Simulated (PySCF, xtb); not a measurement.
Zn(NH2)(SeH) (H3NSeZn), SMILES [Zn]([NH2])[SeH]. One conformer was computed; it need not be the lowest.

Harmonic wavenumbers (cm⁻¹) from GFN2-xTB in xtb at its own minimum, in rising order: 74, 88, 123, 202, 465, 486, 608, 618, 1534, 2097, 3423, 3436.

Question: What does PBE-D3(BJ)/def2-SVP in PySCF 2.14.0 give at its own minimum? (An estimate is asked for; the answer gives what the named calculation found.)

Answer: 109, 109, 158, 266, 461, 562, 656, 740, 1489, 2349, 3419, 3509. Paired by order, the mean absolute difference is 65 cm⁻¹ and the zero-point energies are 18.8 and 19.8 kcal/mol.
